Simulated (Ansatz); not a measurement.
hydrogen fluoride, charge +1, doublet, at a GFN2-xTB geometry (a state made from the parent by changing its charge; the spin is typed, not shown lowest). Base run: CCSD/STO-3G run with Ansatz (a first-principles code).

The Ansatz input:
Ansatz 0.2 input:
```yaml
crystal:
  periodic: [false, false, false]
  atoms:
    - {symbol: F, position_ang: [-0.00000000, -0.00000000, -0.10443316]}
    - {symbol: H, position_ang: [0.00000000, 0.00000000, 0.93989843]}
basis:
  gaussian:
    orbitals: STO-3G
total_charge: 1
magnetization: {spin_polarized: true, initial_magnetization: 1}
correlation: {method: ccsd}
```

The base run was repeated with changes; each row names its change, and settings that it needs were set with it.

```csv
change,ΔE vs base (kcal/mol),MP2 correlation (Eh),CC correlation without the perturbative part (Eh),basis functions
base,0.000,-0.01255,-0.01871,6
diis_vectors = 4,0.000,-0.01255,-0.01871,6
accuracy = high,0.000,-0.01255,-0.01871,6
diis_vectors = 2,0.000,-0.01255,-0.01871,6
"fitting = cc-pVTZ-JKFIT (mean field), cc-pVTZ-RIFIT (correlation)",-0.025,-0.01254,-0.01870,6
electrons = outside_noble_gas,0.000,-0.01255,-0.01871,6
method = ccsd_t,0.000,-0.01255,-0.01871,6
method = bccd_t,0.000,-0.01255,-0.01870,6
electrons = all,-0.007,-0.01256,-0.01872,6
lower_state_search = off,0.000,-0.01255,-0.01871,6
```
